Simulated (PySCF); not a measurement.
Be(H)(OMe) (CH4BeO), SMILES [BeH][O]C. Atoms are numbered in the order given.

```xyz
7

Be     0.0000     0.0000     1.6270
H      0.0000     0.0000     2.9602
O      0.0000     0.0000     0.2447
C      0.0000     0.0000    -1.1411
H     -0.8878    -0.5126    -1.5264
H      0.0000     1.0252    -1.5264
H      0.8878    -0.5126    -1.5264
```

Coordinates come from a r2SCAN-D4/def2-TZVP optimisation.

These are PBE0/pcJ-1 in PySCF values and carry that method's errors.

Isotropic couplings with Fermi-contact, spin-dipole and both spin-orbit terms, one fixed conformer, no vibrational averaging. Isotopes: 13C, 1H.

Computed spin–spin coupling constants:
```json
[
 {"pair": "C4–H5", "bonds apart": "1", "J (Hz)": "137.1"},
 {"pair": "C4–H6", "bonds apart": "1", "J (Hz)": "137.0"},
 {"pair": "C4–H7", "bonds apart": "1", "J (Hz)": "138.2"},
 {"pair": "H5–H6", "bonds apart": "2", "J (Hz)": "-12.1"},
 {"pair": "H5–H7", "bonds apart": "2", "J (Hz)": "-11.9"},
 {"pair": "H6–H7", "bonds apart": "2", "J (Hz)": "-11.9"},
 {"pair": "H2–C4", "bonds apart": "3", "J (Hz)": "0.5"},
 {"pair": "H2–H5", "bonds apart": "4", "J (Hz)": "-1.2"},
 {"pair": "H2–H6", "bonds apart": "4", "J (Hz)": "-1.2"},
 {"pair": "H2–H7", "bonds apart": "4", "J (Hz)": "-1.2"}
]
```
